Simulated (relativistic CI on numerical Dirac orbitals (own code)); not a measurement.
**Sc VI: computed level list**

Computed by Dirac-Coulomb-Breit CI, orbitals from a KLI potential per configuration, a model potential for QED, valence Slater integrals scaled by 0.85, P86 correlation energy added to each configuration (own radial code, finite nucleus).

Configurations in the expansion (outside the closed core [Ne]): 3s2 3p4, 3s 3p5, 3s2 3p3 3d, 3p6, 3s 3p4 3d, 3s2 3p3 4s, 3s2 3p3 4p, 3p5 3d, 3s 3p3 3d2, 3s2 3p3 4d, 3s2 3p3 4f, 3s2 3p3 5s, 3s 3p4 4s, 3s2 3p3 5p, 3s2 3p3 5d, 3s 3p4 4p, 3s2 3p3 5f, 3s2 3p3 5g, 3s2 3p3 6s, 3s2 3p3 6p, 3s 3p4 4d, 3s2 3p3 6d, 3s2 3p2 3d 4p, 3s 3p4 4f, 3s 3p4 5s, 3s 3p4 5p, 3s 3p4 5d, 3p5 4s, 3s 3p4 5f, 3s 3p4 5g, 3s 3p4 6s, 3s 3p4 6p, 3s 3p3 3d 4s, 3s2 3p2 3d2, 3s2 3p 3d3, 3s 3p2 3d3, 3s2 3p 3d2 4s, 3s2 3p 3d2 4p, 3s2 3p 3d2 4d, 3p4 3d2, 3p3 3d3, 3p3 3d2 4s, 3p3 3d2 4p, 3p3 3d2 4d, 3s2 3p2 3d 4s, 3s 3p2 3d2 4s, 3s2 3p 3d 4s2, 3s2 3p 3d 4s 4p, 3s2 3p 3d 4s 4d. Double excitations out of closed p, d and f shells are left out; levels of such configurations are missing from the list, as are those of other unlisted configurations, and high levels can miss mixing partners. These lack a partner that the ground configuration has and come out too high: 3s2 3p3 4f, 3s2 3p3 5s, 3s2 3p3 5p, 3s2 3p3 5d, 3s 3p4 4p.

The lowest level is 3s2 3p4 3P_2, with 96 % of that term; Hund's rules for 3s2 3p4 give 3P with J = 2, in agreement.

| No. | Configuration | Term | J | E (cm⁻¹) | % | Next component (%) | Lifetime (s) |
| --- | --- | --- | --- | --- | --- | --- | --- |
| 1 | 3s2 3p4 | 3P | 2 | 0 | 96 | 2 3s 3p4 3d 3P |  |
| 2 | 3s2 3p4 | 3P | 1 | 3336 | 97 | 2 3s 3p4 3d 3P | 1.21e+00 |
| 3 | 3s2 3p4 | 3P | 0 | 4411 | 96 | 2 3s 3p4 3d 3P | 1.51e+01 |
| 4 | 3s2 3p4 | 1D | 2 | 20444 | 96 | 2 3s 3p4 3d 1D | 2.11e-01 |
| 5 | 3s2 3p4 | 1S | 0 | 46084 | 94 | 2 3s2 3p2 3d2 1S | 2.00e-02 |
| 6 | 3s 3p5 | 3P° | 2 | 182086 | 79 | 18 3s2 3p3 3d 3P° | 6.71e-10 |
| 7 | 3s 3p5 | 3P° | 1 | 184928 | 79 | 18 3s2 3p3 3d 3P° | 6.56e-10 |
| 8 | 3s 3p5 | 3P° | 0 | 186507 | 79 | 18 3s2 3p3 3d 3P° | 6.53e-10 |
| 9 | 3s 3p5 | 1P° | 1 | 230052 | 56 | 41 3s2 3p3 3d 1P° | 2.40e-10 |
| 10 | 3s2 3p3 3d | 5D° | 0 | 244815 | 97 | 2 3s 3p3 3d2 5D° | 6.83e-08 |
| 11 | 3s2 3p3 3d | 5D° | 1 | 244840 | 97 | 2 3s 3p3 3d2 5D° | 7.80e-08 |
| 12 | 3s2 3p3 3d | 5D° | 2 | 244884 | 97 | 2 3s 3p3 3d2 5D° | 1.15e-07 |
| 13 | 3s2 3p3 3d | 5D° | 3 | 244948 | 97 | 2 3s 3p3 3d2 5D° | 2.78e-07 |
| 14 | 3s2 3p3 3d | 5D° | 4 | 245066 | 97 | 2 3s 3p3 3d2 5D° |  |
| 15 | 3s2 3p3 3d | 3D° | 2 | 262471 | 94 | 2 3F° | 6.92e-08 |
| 16 | 3s2 3p3 3d | 3D° | 3 | 262602 | 95 | 2 3s 3p3 3d2 3D° | 5.87e-07 |
| 17 | 3s2 3p3 3d | 3D° | 1 | 263045 | 97 | 2 3s 3p3 3d2 3D° | 6.30e-08 |
| 18 | 3s2 3p3 3d | 3F° | 2 | 268627 | 94 | 3 3D° | 4.51e-07 |
| 19 | 3s2 3p3 3d | 1S° | 0 | 269164 | 96 | 3 3s 3p3 3d2 1S° | 8.21e-08 |
| 20 | 3s2 3p3 3d | 3F° | 3 | 269625 | 95 | 2 3D° | 1.75e-07 |
| 21 | 3s2 3p3 3d | 3F° | 4 | 270855 | 96 | 2 3s 3p3 3d2 3F° | 9.62e-02 |
| 22 | 3s2 3p3 3d | 3G° | 3 | 284676 | 96 | 2 3s 3p3 3d2 3G° | 7.89e-08 |
| 23 | 3s2 3p3 3d | 3G° | 4 | 284901 | 96 | 2 3F° | 1.51e+00 |
| 24 | 3s2 3p3 3d | 3G° | 5 | 285245 | 98 | 2 3s 3p3 3d2 3G° | 2.34e+00 |
| 25 | 3s2 3p3 3d | 1G° | 4 | 291203 | 95 | 3 3F° | 5.48e-01 |
| 26 | 3s2 3p3 3d | 1D° | 2 | 294118 | 95 | 1 3s 3p3 3d2 1D° | 1.59e-09 |
| 27 | 3s2 3p3 3d | 3F° | 4 | 304102 | 93 | 3 1G° | 1.22e-02 |
| 28 | 3s2 3p3 3d | 3F° | 3 | 304452 | 95 | 1 3p5 3d 3F° | 3.43e-08 |
| 29 | 3s2 3p3 3d | 3F° | 2 | 305062 | 94 | 2 3D° | 4.16e-08 |
| 30 | 3s2 3p3 3d | 3P° | 0 | 305085 | 95 | 2 3s 3p3 3d2 3P° | 1.97e-09 |
| 31 | 3s2 3p3 3d | 3P° | 1 | 305918 | 70 | 25 3D° | 8.71e-10 |
| 32 | 3s2 3p3 3d | 3D° | 1 | 306089 | 71 | 25 3P° | 2.05e-09 |
| 33 | 3s2 3p3 3d | 3D° | 2 | 307912 | 82 | 12 3P° | 1.16e-09 |
| 34 | 3s2 3p3 3d | 3P° | 2 | 308343 | 83 | 12 3D° | 6.46e-10 |
| 35 | 3s2 3p3 3d | 3D° | 3 | 310427 | 95 | 2 3s 3p3 3d2 3D° | 3.11e-09 |
| 36 | 3s2 3p3 3d | 1F° | 3 | 328514 | 95 | 2 3s 3p3 3d2 1F° | 1.04e-08 |
| 37 | 3s2 3p3 3d | 3P° | 2 | 336685 | 78 | 17 3s 3p5 3P° | 1.38e-11 |
| 38 | 3s2 3p3 3d | 3P° | 1 | 337299 | 37 | 26 3S° | 1.48e-11 |
| 39 | 3s2 3p3 3d | 3S° | 1 | 338237 | 63 | 18 1P° | 1.67e-11 |
| 40 | 3s2 3p3 3d | 3P° | 0 | 339833 | 78 | 18 3s 3p5 3P° | 1.33e-11 |
| 41 | 3s2 3p3 3d | 3P° | 1 | 340025 | 39 | 25 1P° | 1.46e-11 |
| 42 | 3s2 3p3 3d | 3D° | 3 | 351051 | 95 | 2 3s 3p3 3d2 3D° | 1.17e-11 |
| 43 | 3s2 3p3 3d | 3D° | 2 | 353286 | 94 | 2 3s 3p3 3d2 3D° | 1.17e-11 |
| 44 | 3s2 3p3 3d | 3D° | 1 | 354733 | 95 | 2 3s 3p3 3d2 3D° | 1.17e-11 |
| 45 | 3s2 3p3 3d | 1D° | 2 | 364385 | 95 | 1 3D° | 1.49e-11 |
| 46 | 3s2 3p3 3d | 1F° | 3 | 373201 | 94 | 2 3s 3p3 3d2 1F° | 1.06e-11 |
| 47 | 3s2 3p3 3d | 1P° | 1 | 390171 | 92 | 2 3s 3p5 1P° | 1.30e-11 |
| 48 | 3p6 | 1S | 0 | 399300 | 52 | 40 3s 3p4 3d 1S | 3.07e-10 |
| 49 | 3s 3p4 3d | 5D | 4 | 406395 | 90 | 8 3s2 3p2 3d2 5D | 1.81e-09 |
| 50 | 3s 3p4 3d | 5D | 3 | 406679 | 90 | 8 3s2 3p2 3d2 5D | 1.78e-09 |
| 51 | 3s 3p4 3d | 5D | 2 | 407013 | 90 | 8 3s2 3p2 3d2 5D | 1.77e-09 |
| 52 | 3s 3p4 3d | 5D | 1 | 407298 | 90 | 8 3s2 3p2 3d2 5D | 1.76e-09 |
| 53 | 3s 3p4 3d | 5D | 0 | 407462 | 90 | 8 3s2 3p2 3d2 5D | 1.75e-09 |
| 54 | 3s 3p4 3d | 5F | 5 | 433510 | 93 | 6 3s2 3p2 3d2 5F | 5.87e-10 |
| 55 | 3s 3p4 3d | 5F | 4 | 434674 | 92 | 6 3s2 3p2 3d2 5F | 5.81e-10 |
| 56 | 3s 3p4 3d | 5F | 3 | 435541 | 92 | 6 3s2 3p2 3d2 5F | 5.76e-10 |
| 57 | 3s 3p4 3d | 5F | 2 | 436156 | 92 | 6 3s2 3p2 3d2 5F | 5.72e-10 |
| 58 | 3s 3p4 3d | 5F | 1 | 436549 | 92 | 6 3s2 3p2 3d2 5F | 5.69e-10 |
| 59 | 3s 3p4 3d | 5P | 1 | 439259 | 88 | 10 3s2 3p2 3d2 5P | 7.42e-10 |
| 60 | 3s 3p4 3d | 5P | 2 | 440099 | 87 | 10 3s2 3p2 3d2 5P | 7.38e-10 |
| 61 | 3s 3p4 3d | 5P | 3 | 441475 | 88 | 10 3s2 3p2 3d2 5P | 7.19e-10 |
| 62 | 3s2 3p3 4s | 5S° | 2 | 444333 | 96 | 2 3s 3p3 3d 4s 5S° | 1.51e-08 |
| 63 | 3s 3p4 3d | 3P | 0 | 446325 | 83 | 15 3s2 3p2 3d2 3P | 9.35e-10 |
| 64 | 3s 3p4 3d | 3P | 1 | 447175 | 82 | 14 3s2 3p2 3d2 3P | 9.28e-10 |
| 65 | 3s 3p4 3d | 3P | 2 | 448903 | 82 | 15 3s2 3p2 3d2 3P | 9.28e-10 |
| 66 | 3s2 3p3 4s | 3S° | 1 | 455770 | 96 | 2 3s 3p3 3d 4s 3S° | 2.58e-11 |
| 67 | 3s 3p4 3d | 3D | 1 | 458523 | 83 | 15 3s2 3p2 3d2 3D | 4.49e-10 |
| 68 | 3s 3p4 3d | 3D | 2 | 459320 | 82 | 15 3s2 3p2 3d2 3D | 4.53e-10 |
| 69 | 3s 3p4 3d | 3D | 3 | 460459 | 78 | 14 3s2 3p2 3d2 3D | 4.73e-10 |
| 70 | 3s 3p4 3d | 3F | 4 | 460928 | 87 | 11 3s2 3p2 3d2 3F | 1.08e-09 |

Energies count from the lowest computed level; ° marks odd parity; lifetimes are radiative, by E1, M1, E2 decay to levels of this space only; some are left blank where a channel outside the calculation adds to the decay or the decay crosses a small, uncertain gap.

The mean weight of the leading LS term, summed over parents, in these 70 levels is 88 %, and that of the leading jj configuration (from the same eigenvectors) 48 %, so LS coupling describes them better.

At this charge configurations can still be misplaced by up to about 7 % of their energy. 28 of the 34 excited levels that our extract of the measured tables holds in this range could be paired (the sources list more); they are missed by 8281 cm⁻¹ on average and 33889 at most, and levels without a partner can miss by more.

Landé's interval rule says that E(J) − E(J−1) = AJ with one A. For the ground term the intervals give A = -1074.8, -1668.1 cm⁻¹ for J = 1, 2; the multiplet is inverted.

LS names give the leading component of a level, which can be under half, so a name can repeat, a term be missing and a line seem to break the LS rules.
